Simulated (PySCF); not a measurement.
**How the functional moves excitation energies**

Species: GeH₆N₂.
Bonds: N1–Ge2, Ge2–N3. Hydrogens: H4, H5 on N1; H6, H7 on Ge2; H8, H9 on N3.

Linear-response calculations in the def2-SVPD basis (PySCF; singlets by full response, triplets Tamm–Dancoff, core orbitals frozen in the response; HF means time-dependent Hartree–Fock). 'Strongest' is the level of largest summed f among the singlets computed (10 roots, of which the last may lack a degenerate partner); it can jump between rows when another state enters that window. S1 is the lowest singlet of each run and needn't be the same state throughout; f(S1) is that of one state. The structure is a single PBE0-D3(BJ)/def2-SVP conformer in the gas phase; no vibrational or solvent corrections. The LDA/def2-SVPD calculation is non-relativistic and has no spin–orbit coupling, an omission that weighs most on germanium.

```tsv
run	S1 (eV)	f(S1)	strongest (eV)	T1 (eV)	HOMO (eV)	gap (eV)	ionisation energy, ΔSCF (eV)
1	6.28	0.036	7.66	5.93	-7.26	7.60	9.36
2	7.50	0.033	9.86	6.90	-10.82	13.12	not settled
3	5.56	0.044	6.71	5.31	-5.83	5.45	8.99
```

Problem. The runs used HF, PBE and PBE0. Which is which?

Solution. 1 = PBE0, 2 = HF, 3 = PBE. Among the levels with a fixed share of exact exchange, the HOMO sinks and the orbital gap widens as that share grows. S1 runs from 5.56 eV (PBE) to 7.50 eV (HF), a spread of 1.94 eV, while the orbital gap spreads over 7.7 eV. Along PBE (0%), PBE0 (25%), HF (100%) S1 rises with the share of exact exchange. −ε(HOMO) comes closest to its own ΔSCF ionisation energy with PBE0 (-2.10 eV) and misses most with LDA (-3.20 eV). 'Not settled' means that the ion's SCF failed to converge or may have ended in another state than the lowest.

Without π bonds the low states are Rydberg-like; a valence basis with one diffuse set may place them up to an eV too high.
